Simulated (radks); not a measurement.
Species: Ho. Configuration: [Xe] 4f11 6s2 (the NIST ground configuration). All-electron calculation, scalar-relativistic Kohn-Sham, LDA (Slater exchange, Perdew-Wang correlation), spin-polarised, spherical densities, finite nucleus; open shells are filled with parallel spins first (spin-orbit coupling, left out, can overturn this in heavy ions); Fermi nuclear charge, rms radius 5.2022 fm. Program: a radial shooting solver on a logarithmic mesh with Libxc functionals.

Unscreened Slater integrals over Kohn-Sham orbitals (eV). They are taken over the spin-up orbitals. Empty in this configuration: 5d.

\begin{tabular}{lr}
integral & value \\ \hline
F0(6s,6s) & 6.1611 \\
F0(6s,4f) & 8.0842 \\
G3(6s,4f) & 0.26694 \\
F0(6s,5p) & 7.7793 \\
G1(6s,5p) & 0.54424 \\
F0(6s,5d) & 6.5985 \\
G2(6s,5d) & 2.5535 \\
F0(4f,4f) & 30.767 \\
F2(4f,4f) & 14.189 \\
F4(4f,4f) & 8.8242 \\
F6(4f,4f) & 6.3271 \\
F0(4f,5p) & 19.384 \\
F2(4f,5p) & 6.6004 \\
G2(4f,5p) & 3.6065 \\
G4(4f,5p) & 2.7239 \\
F0(4f,5d) & 10.439 \\
F2(4f,5d) & 2.0064 \\
F4(4f,5d) & 0.92562 \\
G1(4f,5d) & 1.0571 \\
G3(4f,5d) & 0.76326 \\
G5(4f,5d) & 0.55967 \\
F0(5p,5p) & 16.190 \\
F2(5p,5p) & 8.6474 \\
F0(5p,5d) & 9.8380 \\
F2(5p,5d) & 3.8198 \\
G1(5p,5d) & 4.0597 \\
G3(5p,5d) & 2.4414 \\
F0(5d,5d) & 7.4849 \\
F2(5d,5d) & 3.4659 \\
F4(5d,5d) & 2.1679 \\
\end{tabular}

Derived for the open shells (J is the average intra-shell exchange parameter used in DFT+U). 4f: F4/F2 = 0.622, F6/F2 = 0.446, J = (286 F2 + 195 F4 + 250 F6)/6435 = 1.144 eV.
